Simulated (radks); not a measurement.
Values are calculated unless marked as measured or tabulated.
All-electron atom: the tungsten ion W45+ in [Ar] 3d10 4s1. Level of theory: Dirac Kohn-Sham, LDA (Slater exchange, Perdew-Wang correlation), spin-unpolarised, spherical densities, finite nucleus; Fermi nuclear charge, rms radius 5.3658 fm (a radial shooting solver on a logarithmic mesh with Libxc functionals).

Normalised radial functions P(r) = r R(r) (large component), r in bohr:

r	3s1/2
0.001759	0.4756
0.001983	0.5160
0.002236	0.5584
0.002501	0.5994
0.00282	0.6446
0.003179	0.6904
0.003585	0.7360
0.004042	0.7806
0.004557	0.8227
0.005138	0.8609
0.005747	0.8912
0.006479	0.9160
0.007306	0.9301
0.008237	0.9307
0.009287	0.9143
0.01047	0.8775
0.01181	0.8167
0.01321	0.7351
0.01489	0.6183
0.01679	0.4690
0.01893	0.2865
0.02134	0.0720
0.02406	-0.1704
0.02713	-0.4330
0.03035	-0.6859
0.03421	-0.9502
0.03858	-1.1872
0.04349	-1.3728
0.04904	-1.4804
0.05529	-1.4839
0.06234	-1.3614
0.06973	-1.1216
0.07862	-0.7301
0.08864	-0.2157
0.09995	0.3855
0.1127	1.0192
0.1271	1.6182
0.1433	2.1120
0.1602	2.4240
0.1807	2.5613
0.2037	2.4874
0.2297	2.2287
0.259	1.8416
0.292	1.3983
0.3292	0.9700
0.3682	0.6311
0.4151	0.3590
0.4681	0.1813
0.5278	0.0803
0.595	0.0307
0.6709	0.0099
0.7564	0.0027
0.8461	0.0006
0.954	0.0001
1.076	0.0000
1.213	0.0000

3s1/2: eigenvalue -4873.6 eV, 2 radial nodes at r = 0.0221, 0.0927 bohr, <r> = 0.197 bohr, 90 % of the charge inside 0.289 bohr.
